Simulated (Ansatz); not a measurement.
Mulliken charges of CH₅AlBN, SMILES `[CH3][Al]1[BH][NH]1` from r2SCAN/def2-TZVPP in Ansatz (PBE0-D4/def2-TZVP geometry).

```json
{"atom": "C1", "x (Å)": "-0.551", "y (Å)": "1.344", "z (Å)": "-1.181", "charge (e)": "-0.364"}
{"atom": "Al2", "x (Å)": "0.053", "y (Å)": "-0.311", "z (Å)": "-0.352", "charge (e)": "0.279"}
{"atom": "B3", "x (Å)": "0.669", "y (Å)": "-1.896", "z (Å)": "0.692", "charge (e)": "0.054"}
{"atom": "N4", "x (Å)": "0.402", "y (Å)": "-0.707", "z (Å)": "1.385", "charge (e)": "-0.319"}
{"atom": "H5", "x (Å)": "-0.694", "y (Å)": "1.242", "z (Å)": "-2.259", "charge (e)": "0.069"}
{"atom": "H6", "x (Å)": "-1.498", "y (Å)": "1.666", "z (Å)": "-0.739", "charge (e)": "0.068"}
{"atom": "H7", "x (Å)": "0.179", "y (Å)": "2.140", "z (Å)": "-1.009", "charge (e)": "0.067"}
{"atom": "H8", "x (Å)": "1.041", "y (Å)": "-2.969", "z (Å)": "1.063", "charge (e)": "0.022"}
{"atom": "H9", "x (Å)": "0.488", "y (Å)": "-0.555", "z (Å)": "2.383", "charge (e)": "0.123"}
```

Task: By hand: the dipole of these point charges (1 e Å = 4.8032 D).

Result: Σ q r = (0.068, -0.244, -0.030) e Å, of length 0.255 e Å = 1.22 D.

Task: How does the dipole of the full density compare? (Estimate.)

Result: Ansatz gave: (-0.114, 0.393, 0.028) e Å, 1.97 D; the point charges give 0.62 times that, at 177° from its direction, so they point the opposite way.

Point charges leave out the atoms' own dipoles, such as those of lone pairs, and Mulliken's split depends on the basis, so the two needn't agree.
